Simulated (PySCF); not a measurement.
Structure from 2D NMR

Compound of formula C8H7F. Correlations simulated from computed shifts and couplings:

HSQC (one-bond C–H):
| δH | δC | 1J(C,H) (Hz) |
| --- | --- | --- |
| 7.54 | 116.9 | 167 |
| 7.34 | 139.3 | 168 |
| 7.01 | 123.9 | 171 |
| 6.88 | 133.8 | 168 |
| 6.57 | 147.1 | 161 |
| 6.19 | 122.8 | 164 |
| 5.60 | 122.8 | 173 |

COSY cross peaks (|J| ≥ 2 Hz):
| δH | δH | abs. J (Hz) | bonds |
| --- | --- | --- | --- |
| 7.54 | 7.01 | 2.3 | 4 |
| 7.34 | 7.01 | 9.3 | 3 |
| 7.34 | 6.88 | 8.4 | 3 |
| 6.57 | 6.19 | 19.0 | 3 |
| 6.57 | 5.60 | 12.3 | 3 |

HMBC (two and three bonds, |J| ≥ 2.5 Hz):
| δH | δC [abs. J in Hz] |
| --- | --- |
| 7.54 | 175.5 [5.3], 147.1 [4.4], 133.8 [7.3], 123.9 [4.5] |
| 7.34 | 175.5 [11.5], 148.0 [9.1] |
| 7.01 | 175.5 [4.3], 133.8 [8.2], 116.9 [4.5] |
| 6.88 | 147.1 [6.7], 123.9 [8.6], 116.9 [7.2] |
| 6.57 | 148.0 [3.5], 133.8 [5.9], 116.9 [5.9] |
| 6.19 | 148.0 [6.9] |
| 5.60 | 148.0 [12.4] |

Carbons without hydrogens: δ 175.5, 148.0.

- CAM-B3LYP/pcSseg-1 with gauge-including orbitals
- PBE0-D3(BJ)/def2-SVP structure
- J: B3LYP/pcJ-1 (spin–dipole term only in couplings to heteroatoms)
- program: PySCF 2.14
- single conformer, no solvent, relativity neglected

Scale: TMS for 1H (31.33 ppm), 13C (182.45 ppm) (reference shieldings calculated alike).

Exchangeable hydrogens are left out of these lists, and C,H couplings along chains are those of one rotamer, so weak HMBC peaks may be missing or extra.

**Question.** Which molecule is this?

**Answer.** SMILES C1=C(F)C=CC=C1C=C.

Numbering as in the mapped SMILES `[CH2:1]=[CH:2][c:3]1[cH:4][cH:5][cH:6][c:7]([F:8])[cH:9]1`. Each H is labelled by its parent atom. Ha(C1) is cis to C3; Hb(C1) is trans to C3.

δC 175.5 is C7, an aromatic carbon bearing fluorine. δC 148.0 is C3, a substituted aromatic carbon. δC 147.1 is C2, an alkene CH (δH 6.57). δC 139.3 is C5, an aromatic CH (δH 7.34). δC 133.8 is C4, an aromatic CH (δH 6.88). δC 123.9 is C6, an aromatic CH (δH 7.01). δC 122.8 is C1, a terminal =CH2 carbon (δH 6.19, 5.60). δC 116.9 is C9, an aromatic CH (δH 7.54). HMBC from δH 7.54 reaches the proton-free carbon C7. HMBC from δH 7.34 reaches the proton-free carbons C7, C3. HMBC from δH 7.01 reaches the proton-free carbon C7. HMBC from δH 6.57 reaches the proton-free carbon C3. COSY links 7.54–7.01, 7.34–7.01, 7.34–6.88, 6.57–6.19, 6.57–5.60.

The shifts were computed for this structure.

Common functionals overestimate the size of one-bond C–F couplings by tens of Hz; these are unscaled. Unscaled 3J(H,H) at this level run about 10 % above measured values. Shifts are as computed, not scaled to solution data. Of 1211 compounds with measured shifts, 218 miss one by over three times the rms of a fit or turn the order of signals round; such compounds aren't used in these exercises.
